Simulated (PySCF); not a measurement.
# Gallium: a sound run and one with changed settings

Sound run: Ga [Ar] 3d10 4s2 4p1, Ga⁺ [Ar] 3d10 4s2. Computed with PySCF 2.14 in def2-TZVP (6s5p4d1f, 48 functions), with the non-relativistic Hamiltonian (point nucleus). In the sound run the correlated levels freeze [Ar] 3d10. The sound run starts from symmetry-adapted Hartree-Fock orbitals and uses a fine grid where one is needed.

Changed run: a valence shell is frozen. This setting is unsound on purpose.

Ionisation energy of Ga:

```csv
method,sound run (eV),changed run (eV)
UHF,5.553,5.553
MP2,5.756,5.553
SCS-MP2,5.739,5.553
CCSD,5.816,5.553
CCSD(T),5.839,5.553
CCSDT,n/a,5.553
FCI,n/a,5.553
```

Freezing a valence shell removes pair correlation that changes on ionisation.

For comparison, NIST gives 5.999 eV between the lowest levels.
